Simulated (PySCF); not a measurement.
**Working out the excitation energy of K**

K [Ar] 4s1 (2S) → K [Ar] 4p1 (2P). Computed with PySCF 2.14 in x2c-TZVPPall with one added diffuse shell each of s, p, d type (7s5p4d, 42 functions), with the spin-free X2C one-electron Hamiltonian (Gaussian nucleus). Frozen: [Ne]. Energies in hartree (1 hartree = 27.21139 eV):

| part | K (lower) | K (upper) |
| --- | --- | --- |
| UHF | -601.449423 | -601.394339 |
| MP2 opposite-spin | -0.113527 | -0.110873 |
| MP2 same-spin | -0.046062 | -0.043584 |

Task: What does Hartree-Fock give?

Result: (-601.394339) − (-601.449423) = 0.055084 hartree = 1.499 eV.

Task: What do MP2 and SCS-MP2 (6/5 opposite-spin, 1/3 same-spin) give?

Result: The opposite-spin parts differ by 0.072 eV and the same-spin parts by 0.067 eV. MP2: 1.499 + (0.072) + (0.067) = 1.638 eV. SCS-MP2: 1.499 + 1.2 × (0.072) + (0.067)/3 = 1.608 eV.

Measured between the centres of the two terms (NIST): 1.615 eV, so MP2 (valence and next inner shell) is off by 0.023 eV.

What remains against the reference includes basis incompleteness, the frozen core and correlation beyond second order.
